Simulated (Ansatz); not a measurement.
The same silylene loss along the group Al, Ga, In.

Gas-phase electronic energies from Ansatz, PBE0-D4/def2-TZVP geometries. CCSD(T)/CBS is the MP2 limit (def2-TZVPP, def2-QZVPP) plus CCSD(T) − MP2 in def2-TZVPP, frozen cores. Small cases extrapolate CCSD(T) itself. Functionals use def2-TZVPP. Elements past krypton have def2 core potentials. For Ga, In outer-core shells are correlated without core-valence functions, which leaves a few kJ/mol of doubt a bond. Scalar relativity is left out up to krypton.

```csv
reaction,PBE0-D4 (kcal/mol),CCSD(T)/CBS(def2) (kcal/mol)
`[AlH2][SiH3]` → `[AlH3]` + `[SiH2]`,62.8,58.5
`[SiH3][GaH2]` → `[GaH3]` + `[SiH2]`,65.1,61.1
`[SiH3][InH2]` → `[InH3]` + `[SiH2]`,67.7,64.3
```

Largest T1 diagnostic: 0.014, for `[InH3]`.

Extrapolated directly: `[AlH2][SiH3]` → `[AlH3]` + `[SiH2]`.
